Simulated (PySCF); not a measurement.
An unknown shows these calculated signals:

¹H NMR (600 MHz, computed): δ 4.02 (t, 3H), 1.66 (m, 2H).

¹³C{¹H} NMR (computed): δ 137.1 (C), 19.6 (CH2).

PySCF 2.14 calculation with geometry from GFN2-xTB and σ from GIAO-PBE0/pcSseg-1; rapidly exchanging positions averaged, non-relativistic Hamiltonian, no solvent, single conformer.

δ = σ(ref) − σ, references computed at the same level: ¹H, ¹³C vs TMS.

Which of these does the molecule contain: a vinyl group CH=CH2, a Si–H bond, an aldehyde, a three-membered ring, a CF3 group?

## Answers


- A vinyl group CH=CH2: no.
- A Si–H bond: yes (δH 4.02 (t)).
- An aldehyde: no.
- A three-membered ring: no.
- A CF3 group: yes (δC 137.1).

The data belong to SMILES [SiH3]CC(F)(F)F, C2H5F3Si; they needn't prove each group on their own.

Carbon signals by region: 1 in the sp2 and nitrile region (100–160 ppm), 1 below 50 ppm.

Splittings by ¹⁹F in the carbon and heteronuclear signals aren't shown, as no couplings were computed. Shifts are as computed. Against solution values, carbons near 30 ppm lie about +3 ppm off and those near 130 ppm about +5 ppm. Of 1313 compounds with measured shifts, 239 miss one by over three times the rms of a fit or turn the order of signals round; such compounds aren't used in these exercises. Multiplicities follow the n + 1 count of equivalent neighbours, as no J values were calculated; m marks all less simple cases, F and P coupling included.
